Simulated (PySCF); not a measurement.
Vertical excitations of a molecule C2H7ClO2Si from TDDFT-LC-ωPBE/def2-SVPD run with PySCF 2.14.0, as energy in eV (oscillator strength): 8.69 (0.007), 8.83 (0.003), 8.91 (0.035), 9.11 (0.066), 9.23 (0.040), 9.35 (0.114), 9.37 (0.042), 9.49 (0.061), 9.56 (0.050), 9.84 (0.057). Lowest triplet (TDA): 8.28 eV. Geometry: PBE0-D3(BJ)/def2-SVP. Other conformers were not sampled.

Q: Pick the molecule that these values belong to.
(A) O[SiH](O)CCCl
(B) CCO[SiH](O)Cl
(C) CC[Si](O)(O)Cl
(D) CO[SiH](Cl)OC

A: B, CCO[SiH](O)Cl
